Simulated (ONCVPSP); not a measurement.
# Building the ONCV potential for Ca (Z = 20) (LDA (Perdew-Zunger), scalar-relativistic).

ONCVPSP 4.0.1 input, shortened (lines: element, Z, core and valence counts, functional; n l f; lmax; l rc ep ncon nbas qcut; lloc lpopt rc5 dvloc0; l nproj debl; icmod fcfact rcfact), LDA (Perdew-Zunger), scalar-relativistic:

```
  Ca 20.00    3    2        3      upf
    1    0    2.00
    2    0    2.00
    2    1    6.00
    3    0    2.00
    3    1    6.00
    2
    0    1.35    0.00    3    6    9.50
    1    1.80    0.00    4    8    9.00
    2    1.40    0.36    4    8    7.10
    4    5    1.10    0.00
    0    2    2.80
    1    2    1.10
    2    3    0.80
    3    5.25    1.92
```

In the p channel the program set the typed energies aside and used -1.584, 0.250 Ha. In the d channel the program set the typed energies aside and used 0.050, 0.850, 1.650 Ha.

All-electron outer shells of the reference configuration (LDA (Perdew-Zunger), scalar-relativistic, ld1.x):

```tsv
shell	level (eV)	outermost node (bohr)	outermost maximum (bohr)
3p	-43.12	0.42	1.04
```

Results:

```
Cutoffs needed             : 29 Ha and 34 Ha (the cutoffs (Ha) at which the residual kinetic energy of the hardest occupied pseudo-wave falls to 1 and 0.1 mHa per electron)
Ghost test                 : ghosts flagged at negative energy: d at -1.43 eV (the flag in d may be a real empty level of the ion); GHOST(+) flagged for s at 355.2 eV; a true bound ghost makes a file unfit for plane-wave use
Largest excitation error   : +0.7 meV (all-electron minus pseudo) for 3s2 3p6 4s2, out of 4 test configurations
rms error of d²Exc/dni dnj : 4.17 mHa without and 6.55 mHa with the model core
```

Generation and tests took about 3.6 s on one core of a shared server CPU.
